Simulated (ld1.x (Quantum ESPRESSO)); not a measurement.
# LDA (PZ) ultrasoft dataset for germanium (Ge), scalar-relativistic all-electron reference.

ld1.x (Quantum ESPRESSO) 7.5 input, shortened:

```
&input
   title='Ge', zed=32., rel=1, dft='PZ', iswitch=3,
   config='[Ar] 3d10 4s2 4p2'
 /
 &inputp
   pseudotype=3, tm=.true., lloc=-1, rcloc=1.45,
   nlcc=.true., rcore=1.05,
   which_augfun='PSQ', rmatch_augfun_nc=.true.
 /
6
4S  1  0   2.00   0.00  1.25  1.65  0.0
4S  1  0   0.00   0.35  1.25  1.65  0.0
4P  2  1   2.00   0.00  2.15  2.40  0.0
4P  2  1   0.00   4.85  2.15  2.40  0.0
3D  3  2  10.00   0.00  1.35  1.40  0.0
3D  3  2   0.00  -1.30  1.35  1.40  0.0
 &test
   configts(1)='3d10 4s2 4p2'
 /
```

Poles of the logarithmic derivatives, all-electron (AE) and pseudo (PS). s: poles at 0.0 (AE) and 0.0, 4.6 (PS) Ry. p: poles at 1.2 (AE) and 1.2 (PS) Ry. d: poles at -2.2, 3.2 (AE) and -2.2, 3.2 (PS) Ry. Test radius 2.59 bohr.

- Cutoffs needed: 60 Ry and 100 Ry (the cutoffs (Ry, on a coarse ladder) from which the occupation-weighted sum of valence levels, in a spherical-Bessel basis at the reference potential, stays within 10 and 1 mRy of its value at 400 Ry)
- Ghost test: no extra level below or beside the all-electron valence levels (s, p, d, f tested) (spherical-Bessel basis up to 400 Ry, 20 bohr box)
- Largest excitation error: -740 meV (all-electron minus pseudo) for 3d9 4s2 4p2, out of 7 test configurations
- Lowest eigenvalue of the overlap operator: 0.42 (s channel)
- Density cutoff estimated by the generator: 243 Ry
